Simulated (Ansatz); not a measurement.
Se₄⁻, that is [Se4]2- with one electron fewer. Total charge -1; doublet. Geometry PBE0-D4/def2-SVPD, that of the charge -2 singlet; atoms count from 1.

Cartesian coordinates in Å:
```
Se 2.4930 1.1130 -0.6514
Se 1.0552 -0.7536 -0.4963
Se -0.7459 -0.5052 1.0536
Se -2.8022 0.1458 0.0940
```

**Question.** Estimate the Mulliken populations from the PBE0/def2-TZVPD orbitals of Ansatz.

**Answer.** 
```
atom  charge (e)  spin (α − β)
 Se1       -0.47          0.37
 Se2       -0.03          0.13
 Se3       -0.03          0.13
 Se4       -0.47          0.37
```
Mulliken values depend strongly on the basis. With diffuse functions, as here, like atoms can get unlike values, and bond orders can come out too low or too high.

**Question.** Where does the spin sit?

**Answer.** Summed by element: Se 1.00, of 1 unpaired in all. Largest on single atoms: Se4 0.37, Se1 0.37, Se3 0.13.

**Question.** And the Mayer bond orders between heavy atoms (over 0.3)?

**Answer.** Se1–Se2 1.12 (2.36 Å); Se2–Se3 0.92 (2.39 Å); Se3–Se4 1.12 (2.36 Å).
